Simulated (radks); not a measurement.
The numbers below are computed, except where a source is named.
Question: Si I, configuration [He] 2s2 2p5.75 3s2 3p2 4p0.25 (fractional occupations, a model configuration). Level of theory: non-relativistic Kohn-Sham, LDA (Slater exchange, Perdew-Wang correlation), spin-unpolarised, spherical densities, point nucleus (a radial shooting solver on a logarithmic mesh with Libxc functionals). Some entries of the table are withheld. Estimate them.

orbital,occ.,eigenvalue (eV),<1/r> (bohr^-1)
1s,2,-1782.448,13.53
2s,2,-144.2448,2.575
2p,5.75,(1),2.476
3s,2,-12.8043,(2)
3p,2,(3),(4)
4s,0,(5),0.1573
4p,0.25,-0.5045,0.09471
3d,0,-0.1885,0.07258

Answer: 
(1) 2p eigenvalue (eV): -102.0470
(2) 3s <1/r> (bohr^-1): 0.6558
(3) 3p eigenvalue (eV): -5.7492
(4) 3p <1/r> (bohr^-1): 0.5218
(5) 4s eigenvalue (eV): -1.0664
